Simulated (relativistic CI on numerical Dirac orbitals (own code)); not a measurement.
## Nb XVIII: computed level list

Computed by Dirac-Coulomb-Breit CI, KLI orbitals optimised for each configuration, model QED (radiative potential, 1s self-energy scaled to tabulated hydrogen-like ionisation energies), unscaled Slater integrals (own radial code, finite nucleus).

CI space (outside the closed core [Ne]): 3s²3p⁶3d⁶, 3s²3p⁵3d⁷, 3s²3p⁴3d⁸, 3s3p⁶3d⁷, 3p⁶3d⁸, 3s²3p⁶3d⁵4s, 3s3p⁵3d⁸, 3s²3p⁶3d⁵4p, 3s²3p⁶3d⁵4d, 3s²3p⁶3d⁵4f, 3s²3p⁶3d⁴4s², 3s²3p⁵3d⁶4s, 3s²3p⁴3d⁷4s, 3s²3p⁶3d⁵5s, 3s²3p⁶3d⁵5p, 3s3p⁶3d⁶4s. Levels of other configurations are missing.

The lowest level is 3s²3p⁶3d⁶ ⁵D4, with 93 % of that term; Hund's rules for 3s²3p⁶3d⁶ give ⁵D with J = 4, in agreement.

| No. | Configuration | Term | J | E (cm⁻¹) | % | Landé g | Lifetime (s) |
| --- | --- | --- | --- | --- | --- | --- | --- |
| 1 | 3s²3p⁶3d⁶ | ⁵D | 4 | 0 | 93 | 1.480 |  |
| 2 | 3s²3p⁶3d⁶ | ⁵D | 3 | 13645 | 97 | 1.487 | 1.18e-02 |
| 3 | 3s²3p⁶3d⁶ | ⁵D | 2 | 17352 | 86 | 1.486 | 3.53e-01 |
| 4 | 3s²3p⁶3d⁶ | ⁵D | 1 | 22790 | 91 | 1.490 | 7.48e-02 |
| 5 | 3s²3p⁶3d⁶ | ⁵D | 0 | 24480 | 90 |  | 1.41e+00 |
| 6 | 3s²3p⁶3d⁶ | ³F | 4 | 65172 | 34 | 1.065 | 1.66e-03 |
| 7 | 3s²3p⁶3d⁶ | ³P | 2 | 66163 | 79 | 1.468 | 7.64e-04 |
| 8 | 3s²3p⁶3d⁶ | ³H | 6 | 74361 | 92 | 1.151 |  |
| 9 | 3s²3p⁶3d⁶ | ³H | 5 | 75407 | 62 | 1.094 | 3.87e-02 |
| 10 | 3s²3p⁶3d⁶ | ³F | 3 | 82803 | 72 | 1.018 | 1.46e-03 |
| 11 | 3s²3p⁶3d⁶ | ³F | 2 | 85737 | 87 | 0.714 | 2.81e-03 |
| 12 | 3s²3p⁶3d⁶ | ³H | 4 | 89902 | 58 | 0.990 | 1.38e-03 |
| 13 | 3s²3p⁶3d⁶ | ³P | 0 | 94410 | 50 |  | 6.73e-04 |
| 14 | 3s²3p⁶3d⁶ | ³P | 1 | 99620 | 77 | 1.354 | 5.34e-04 |
| 15 | 3s²3p⁶3d⁶ | ³G | 5 | 101515 | 62 | 1.135 | 3.32e-03 |
| 16 | 3s²3p⁶3d⁶ | ³G | 4 | 105690 | 74 | 1.050 | 4.86e-03 |
| 17 | 3s²3p⁶3d⁶ | ³G | 3 | 110924 | 72 | 0.840 | 2.27e-03 |
| 18 | 3s²3p⁶3d⁶ | ³D | 2 | 112412 | 76 | 1.148 | 2.11e-03 |
| 19 | 3s²3p⁶3d⁶ | ³D | 3 | 118310 | 91 | 1.306 | 1.02e-03 |
| 20 | 3s²3p⁶3d⁶ | ³D | 1 | 118950 | 83 | 0.664 | 1.23e-03 |
| 21 | 3s²3p⁶3d⁶ | ¹I | 6 | 121875 | 92 | 1.011 | 2.76e-03 |
| 22 | 3s²3p⁶3d⁶ | ¹G | 4 | 132362 | 70 | 1.007 | 8.01e-04 |
| 23 | 3s²3p⁶3d⁶ | ³P | 0 | 143608 | 64 |  | 6.32e-04 |
| 24 | 3s²3p⁶3d⁶ | ¹D | 2 | 143678 | 70 | 1.024 | 8.35e-04 |
| 25 | 3s²3p⁶3d⁶ | ¹F | 3 | 153216 | 75 | 1.016 | 2.58e-03 |
| 26 | 3s²3p⁶3d⁶ | ³P | 0 | 172303 | 74 |  | 3.60e-04 |
| 27 | 3s²3p⁶3d⁶ | ³P | 1 | 176007 | 97 | 1.485 | 6.06e-04 |
| 28 | 3s²3p⁶3d⁶ | ³F | 4 | 185249 | 89 | 1.222 | 7.34e-04 |
| 29 | 3s²3p⁶3d⁶ | ³F | 2 | 186830 | 96 | 0.680 | 7.20e-04 |
| 30 | 3s²3p⁶3d⁶ | ³F | 3 | 197515 | 74 | 1.070 | 6.31e-04 |
| 31 | 3s²3p⁶3d⁶ | ³P | 2 | 198836 | 92 | 1.465 | 6.40e-04 |
| 32 | 3s²3p⁶3d⁶ | ¹G | 4 | 213272 | 89 | 1.021 | 6.10e-04 |
| 33 | 3s²3p⁶3d⁶ | ¹D | 2 | 275955 | 98 | 0.999 | 5.30e-04 |
| 34 | 3s²3p⁶3d⁶ | ¹S | 0 | 348687 | 98 |  | 2.21e-04 |
| 35 | 3s²3p⁵3d⁷ | ⁵G° | 6 | 1102707 | 97 | 1.327 | 1.86e-09 |
| 36 | 3s²3p⁵3d⁷ | ⁵G° | 5 | 1134913 | 87 | 1.277 | 8.18e-11 |
| 37 | 3s²3p⁵3d⁷ | ³D° | 3 | 1148483 | 76 | 1.319 | 4.52e-11 |
| 38 | 3s²3p⁵3d⁷ | ³P° | 0 | 1153263 | 48 |  | 3.17e-10 |
| 39 | 3s²3p⁵3d⁷ | ⁵G° | 4 | 1155249 | 65 | 1.194 | 6.16e-11 |
| 40 | 3s²3p⁵3d⁷ | ³G° | 5 | 1164956 | 45 | 1.272 | 1.32e-11 |
| 41 | 3s²3p⁵3d⁷ | ⁵G° | 3 | 1176037 | 55 | 1.027 | 3.44e-11 |
| 42 | 3s²3p⁵3d⁷ | ³D° | 2 | 1180430 | 26 | 1.108 | 3.47e-11 |
| 43 | 3s²3p⁵3d⁷ | ⁵D° | 4 | 1180717 | 72 | 1.439 | 6.95e-11 |
| 44 | 3s²3p⁵3d⁷ | ³D° | 2 | 1183157 | 43 | 1.207 | 3.43e-11 |
| 45 | 3s²3p⁵3d⁷ | ³H° | 6 | 1189576 | 90 | 1.158 | 3.60e-11 |

Energies count from the lowest computed level; ° marks odd parity; lifetimes are radiative, by E1, M1, E2, M2 decay to levels of this space only; some are left blank where a channel outside the calculation adds to the decay or the decay crosses a small, uncertain gap.

The mean weight of the leading LS term, summed over parents, in these 45 levels is 76 %, and that of the leading jj configuration (from the same eigenvectors) 62 %, so LS coupling describes them better.

At this charge energies of transitions that change n are usually good to better than 1 %, and those within a shell (Δn = 0) to a few per cent. Terms inside the open d or f shell come out 10 to 20 % too wide with unscaled integrals.

Landé's interval rule says that E(J) − E(J−1) = AJ with one A. For the ground term the intervals give A = -1689.9, -2719.3, -1235.4, -3411.4 cm⁻¹ for J = 1, 2, 3, 4; the multiplet is inverted.

LS names give the leading component of a level, which can be under half, so a name can repeat, a term be missing and a line seem to break the LS rules.
